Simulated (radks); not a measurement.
Problem. Isoelectronic series with 16 electrons, all held in the configuration [Ne] 3s2 3p4, which need not be the ground one along the series. Calculated with a radial shooting solver on a logarithmic mesh with Libxc functionals: scalar-relativistic Kohn-Sham, BLYP, spin-unpolarised, spherical densities, finite nucleus; Fermi nuclear charge, rms radius of each element as measured or else 0.836 A^(1/3) + 0.57 fm. Total energies (hartree) and orbital eigenvalues (hartree):

| ion | E (hartree) | 3p | 3s | 2p | 2s |
|---|---|---|---|---|---|
| S | -399.23081 | -0.25229 | -0.62889 | -5.75397 | -7.77492 |
| Cl+ | -461.12436 | -0.70836 | -1.17312 | -7.51804 | -9.75335 |
| Ar2+ | -527.80318 | -1.29625 | -1.85077 | -9.55938 | -12.01394 |
| K3+ | -599.26325 | -2.00781 | -2.65319 | -11.86783 | -14.54666 |
| Ca4+ | -675.50696 | -2.83913 | -3.57641 | -14.43853 | -17.34684 |
| Ti6+ | -842.37183 | -4.85302 | -5.77756 | -20.35683 | -23.74112 |
| V7+ | -933.01168 | -6.03334 | -7.05350 | -23.70182 | -27.33347 |

Estimate the row of Sc5+.

Solution. E (hartree) -756.54033; 3p -3.78799; 3s -4.61828; 2p -17.26873; 2s -20.41207.
